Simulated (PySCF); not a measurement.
H$_{3}$In, SMILES `[InH3]` (charge 0, multiplicity 1)

The numbers are results of TPSSh-D3(BJ)/def2-TZVP // B3LYP-D3(BJ)/def2-TZVP (PySCF), not measurements.

```yaml
HOMO: -7.63 eV
dipole_moment: 0.00 D
LUMO: -2.17 eV
HOMO–LUMO gap: 5.46 eV
total_energy: -191.8289 Ha
cost: very roughly 4 core-seconds
```

```xyz
4

In     0.0000     0.0000     0.0000
H     -1.4343    -0.9680    -0.0203
H     -0.1213     1.7262     0.0137
H      1.5556    -0.7582     0.0066
```
Charge 0, spin multiplicity 1.
